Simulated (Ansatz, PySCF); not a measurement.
The pair A = CH4O (SMILES CO) (first 6 atoms), B = CH3I (SMILES CI); geometry from B3LYP-D3(BJ)/def2-TZVP.
(charge 0, multiplicity 1):
```xyz
11

C      0.6641     0.2762     0.2282
O     -0.6655     0.2888     0.7300
H      1.4043     0.4083     1.0249
H      0.7487     1.1087    -0.4690
H      0.8896    -0.6512    -0.3087
H     -0.7476    -0.4174     1.3828
C     -0.2552     1.5591     3.8046
I      0.0437    -0.5475     4.1822
H     -0.5243     1.6437     2.7575
H     -1.0523     1.8889     4.4604
H      0.6796     2.0586     4.0306
```

Cores are frozen in the correlated methods. Filled d and f shells under p-block atoms count as core. CBS: X⁻³ extrapolation of the correlation energy, Hartree–Fock from the larger set. MP2 and its Hartree–Fock in def2-TZVPPD are density fitted.

Programs: Ansatz (a first-principles code) with Gaussian orbitals; PySCF for the dispersion terms. Values without a source in brackets are computed. In def2 rows elements past Kr take small-core potentials, without spin–orbit coupling.

The monomers are drawn apart, rigid, along the line of their centres of mass. Counterpoise-corrected interaction energies (kcal/mol):

```json
[
 {"level": "PBE/def2-TZVPPD", "R = 4.663 Å": "-1.5520", "R = 5.640 Å": "-0.5773"},
 {"level": "PBE-D3(BJ)/def2-TZVPPD", "R = 4.663 Å": "-2.2278", "R = 5.640 Å": "-0.8199"},
 {"level": "wB97M-V/def2-TZVPPD", "R = 4.663 Å": "-1.9133", "R = 5.640 Å": "-0.7324"},
 {"level": "MP2/CBS(def2-SVPD, def2-TZVPPD) + ΔCCSD(T)/def2-SVPD", "R = 4.663 Å": "-1.8953", "R = 5.640 Å": "-0.7173"}
]
```

Problem. R is the distance of the centres of mass. Find the local exponent m of E ∝ R⁻ᵐ between the two points.

Solution. 
m = ln(E₁/E₂)/ln(R₂/R₁): PBE/def2-TZVPPD 5.2; PBE-D3(BJ)/def2-TZVPPD 5.3; wB97M-V/def2-TZVPPD 5.0; MP2/CBS(def2-SVPD, def2-TZVPPD) + ΔCCSD(T)/def2-SVPD 5.1. For scale, two fixed dipoles give m = 3, dipole and quadrupole 4, quadrupoles 5, and dispersion or dipole-induced dipole 6 at long range; at these distances several terms mix, and what is left of overlap and damping shifts m, so it need not match one of them.
